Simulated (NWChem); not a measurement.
Species: C₃H₂F₄; SMILES C(F)(F)/C(F)=C\F

```xyz
9

F     -0.7875     1.9722    -0.2673
C      0.4243     1.4650    -0.1516
C      0.6649     0.1807     0.1114
F      1.9327    -0.2260     0.2038
C     -0.3019    -0.9406     0.3402
F     -0.2470    -1.8117    -0.6905
F     -1.5570    -0.4812     0.4457
H      1.2404     2.1809    -0.2867
H     -0.0349    -1.4914     1.2613
```
Atoms are numbered in this order, from 1.

All runs: NWChem. Pople sets run with spherical d functions. The geometry was optimised at PBE0/def2-SVP. B3LYP is NWChem's, with the RPA form of VWN correlation. Ions are spin-unrestricted doublets at the neutral geometry; other ion states weren't tried.

Task: Among these, which level gives the lowest value of “ΔSCF minus −ε(HOMO) (eV)”?
(A) B3LYP/6-31G*
(B) M06-2X/6-31G*
(C) LDA (Slater exchange, VWN5)/6-31G*
(D) r2SCAN/6-31G*

Result: B, M06-2X/6-31G*. Values: M06-2X/6-31G* 1.46; B3LYP/6-31G* 2.87; r2SCAN/6-31G* 3.55; LDA (Slater exchange, VWN5)/6-31G* 3.83
